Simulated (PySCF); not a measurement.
**Exercise with solution: oscillator strength and radiative lifetime**

ClGeH₅OSi, SMILES Cl[SiH2][O][GeH3].

Geometry: PBE0-D3(BJ)/def2-SVP. The structure was generated by enumeration, and PubChem lists no compound with its InChIKey, so it may never have been made. Other conformers were not sampled.

PySCF 2.14.0 with TDDFT-M06-2X/def2-SVPD puts the first singlet state with f over 0.02 at 8.07 eV (vertical), with the transition dipole (0.106, -0.323, 0.133) in atomic units.

Question: Find the oscillator strength, the wavelength and the radiative lifetime that this transition would have in vacuum if emission retraced absorption.

Answer: 
|μ|² = 0.1333 au, so |μ| = 0.93 D. ΔE = 8.07/27.211 = 0.2966 hartree. f = (2/3) ΔE |μ|² = 0.026 (the program prints 0.026).
λ = 1239.84/8.07 = 154 nm; ν = 65089 cm⁻¹.
Einstein's coefficient A = 0.6670 ν² f s⁻¹ (ν in cm⁻¹) = 7.4e7 s⁻¹, so τ = 1/A = 13 ns. This state is S4; the lower singlets have f = 0.000, 0.000, 0.006. The figure is the radiative limit of this one transition; relaxation, internal conversion, crossing to triplets and a medium change what is measured.
